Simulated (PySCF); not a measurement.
## Peak assignment

Molfile (atoms numbered from 1):
```
C5H10F2
     RDKit          3D

 17 16  0  0  0  0  0  0  0  0999 V2000
   -1.0549   -0.9944   -0.4957 C   0  0  0  0  0  0  0  0  0  0  0  0
    0.0120   -0.0189   -0.0112 C   0  0  0  0  0  0  0  0  0  0  0  0
    0.7929    0.5495   -1.1927 C   0  0  0  0  0  0  0  0  0  0  0  0
    0.9680   -0.7093    0.9569 C   0  0  0  0  0  0  0  0  0  0  0  0
   -0.6394    1.1429    0.7198 C   0  0  0  0  0  0  0  0  0  0  0  0
   -1.3552    0.7136    1.7939 F   0  0  0  0  0  0  0  0  0  0  0  0
   -1.5114    1.8069   -0.0865 F   0  0  0  0  0  0  0  0  0  0  0  0
   -0.5821   -1.8195   -1.0332 H   0  0  0  0  0  0  0  0  0  0  0  0
   -1.6170   -1.4121    0.3412 H   0  0  0  0  0  0  0  0  0  0  0  0
   -1.7580   -0.5060   -1.1723 H   0  0  0  0  0  0  0  0  0  0  0  0
    0.1294    1.0262   -1.9160 H   0  0  0  0  0  0  0  0  0  0  0  0
    1.5289    1.2895   -0.8651 H   0  0  0  0  0  0  0  0  0  0  0  0
    1.3327   -0.2525   -1.7008 H   0  0  0  0  0  0  0  0  0  0  0  0
    1.4785   -1.5309    0.4500 H   0  0  0  0  0  0  0  0  0  0  0  0
    0.4374   -1.1161    1.8192 H   0  0  0  0  0  0  0  0  0  0  0  0
    1.7335   -0.0179    1.3218 H   0  0  0  0  0  0  0  0  0  0  0  0
    0.0957    1.8713    1.0820 H   0  0  0  0  0  0  0  0  0  0  0  0
  1  2  1  0
  2  3  1  0
  2  4  1  0
  2  5  1  0
  5  6  1  0
  5  7  1  0
  1  8  1  0
  1  9  1  0
  1 10  1  0
  3 11  1  0
  3 12  1  0
  3 13  1  0
  4 14  1  0
  4 15  1  0
  4 16  1  0
  5 17  1  0
M  END
```

Single conformer, non-relativistic Hamiltonian, no solvent, rapidly exchanging positions averaged. PBE0-D3(BJ)/def2-TZVP structure; shieldings: GIAO B97-2/pcSseg-2; PySCF.

References, each an isolated molecule treated in the same way: 13C (185.38 ppm) and 1H (31.64 ppm) against TMS.

(1) Assign these signals to the numbered atoms. 13C{1H} NMR (computed): δ 129.7, 39.2, 25.1.

(2) Assign these signals to the numbered atoms. 1H NMR (500 MHz, computed): δ 5.48 (m, 1H), 0.97 (s, 9H).

## Answers

(1) 
129.7 → C5, sp3 CH bonded to 2 F: 2 electronegative neighbours deshield it
39.2 → C2, quaternary sp3 carbon: saturated and bonded to C and H only
25.1 → C1/C3/C4, methyl carbon: aliphatic region, no heteroatom directly attached

(2) 
5.48 → H17, hydrogen on an sp3 CH bonded to 2 F: its carbon carries F, which withdraws density
0.97 → H8/H9/H10/H11/H12/H13/H14/H15/H16, hydrogen on a methyl carbon: far from electronegative atoms and π systems

Splittings by 19F in the carbon and heteronuclear signals aren't shown, as no couplings were computed. Shifts are as computed. Against solution values, carbons near 30 ppm lie about +3 ppm off and those near 130 ppm about +7 ppm. Of 1309 compounds with measured shifts, 239 miss one by over three times the rms of a fit or turn the order of signals round; such compounds aren't used in these exercises. Multiplicities follow the n + 1 count of equivalent neighbours, as no J values were calculated; m marks all less simple cases, F and P coupling included.
